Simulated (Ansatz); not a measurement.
CH3S (SMILES C[S]), doublet, at a GFN2-xTB geometry, atoms displaced at random by about 0.03 Å a coordinate; R2SCAN/def2-SVP, gradient in Ansatz (a program for electronic structure).

Ansatz was given this input:
Ansatz 0.2 input:
```yaml
crystal:
  periodic: [false, false, false]
  atoms:
    - {symbol: C, position_ang: [-0.01075350, 1.11473573, -0.02456626]}
    - {symbol: S, position_ang: [0.02206727, -0.65217465, -0.07196426]}
    - {symbol: H, position_ang: [1.08510324, 1.45795513, 0.05724801]}
    - {symbol: H, position_ang: [-0.52417287, 1.45057630, 0.87440843]}
    - {symbol: H, position_ang: [-0.44420554, 1.44747197, -0.81922384]}
basis:
  gaussian:
    orbitals: def2-SVP
hamiltonian:
  xc: r2scan
magnetization: {spin_polarized: true, initial_magnetization: 1}
output: {forces: true}
```

What the program printed (banner, timings and long lists left out):

```
Functional definition: r2SCAN
537 factors; their error is unknown
mean field evaluation 1: about -11909.6687 eV, gradient 3.0e1 eV
mean field evaluation 2: about -11904.7368 eV, gradient 4.0e1 eV
mean field evaluation 4: about -11913.9618 eV, gradient 9.8e-1 eV
mean field evaluation 8: about -11913.9388 eV, gradient 8.2e-2 eV
mean field evaluation 16: about -11913.9388 eV, gradient 2.1e-3 eV
mean field evaluation 32: about -11913.8454 eV, gradient 2.9e0 eV
mean field -11913.93881495 eV, -437.8291758917 hartree, gradient 4.6e-6 eV, S^2 0.754573; 3 other end points of the search recorded, 0 dependent functions left out
the calculation of the forces begins
reference -11913.93882155 eV, -437.8291761341 hartree; 13, 12 occupied and 34, 35 virtual orbitals, 537 factors
Total energy: -11913.93882155 eV, -437.8291761341 hartree
Atom 0 at    -0.010753     1.114736    -0.024566 Å, force     4.138481    -1.886768     5.204414 eV/Å
Atom 1 at     0.022067    -0.652175    -0.071964 Å, force     0.088118    -0.852971     0.080925 eV/Å
Atom 2 at     1.085103     1.457955     0.057248 Å, force    -1.349966    -0.222735    -0.158873 eV/Å
Atom 3 at    -0.524173     1.450576     0.874408 Å, force    -0.091506     0.253893     0.428854 eV/Å
Atom 4 at    -0.444206     1.447472    -0.819224 Å, force    -2.785127     2.708581    -5.555321 eV/Å
Dipole moment:     0.007565     0.374569     0.022892 e Å
```
